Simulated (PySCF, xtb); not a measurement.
HO₄S, SMILES [O]S(=O)(=O)O, multiplicity 2.

Coordinates come from a r2SCAN-D4/def2-SVP optimisation. The isomer is the one that the SMILES or the coordinates give; other isomers of the formula were not compared. One conformer was computed; it need not be the lowest.

Computed with IEF-PCM-M06-2X/def2-SVP in PySCF.

The values are the electrostatic part of the solvation free energy, E(continuum) − E(gas) at the gas-phase geometry, in a cavity of scaled van der Waals radii (PySCF's table); cavitation and dispersion terms are not included. The dipole moment in vacuum is 2.86 D.

Task: Estimate the values in water (ε = 78.36), chlorobenzene (ε = 5.70), N,N-dimethylformamide (ε = 37.22). (The exact figures need the calculation; the answer reports its results.)

Result: 
```
solvent                    ε  ΔG(elec) (kcal/mol)  dipole (D)
---------------------  -----  -------------------  ----------
water                  78.36                 -8.1        3.54
chlorobenzene           5.70                 -6.0        3.37
N,N-dimethylformamide  37.22                 -7.9        3.52
```

For comparison, GFN2-xTB/ALPB(water) (xtb, at the GFN2-xTB geometry, all terms of that model) gives -11.3 kcal/mol.
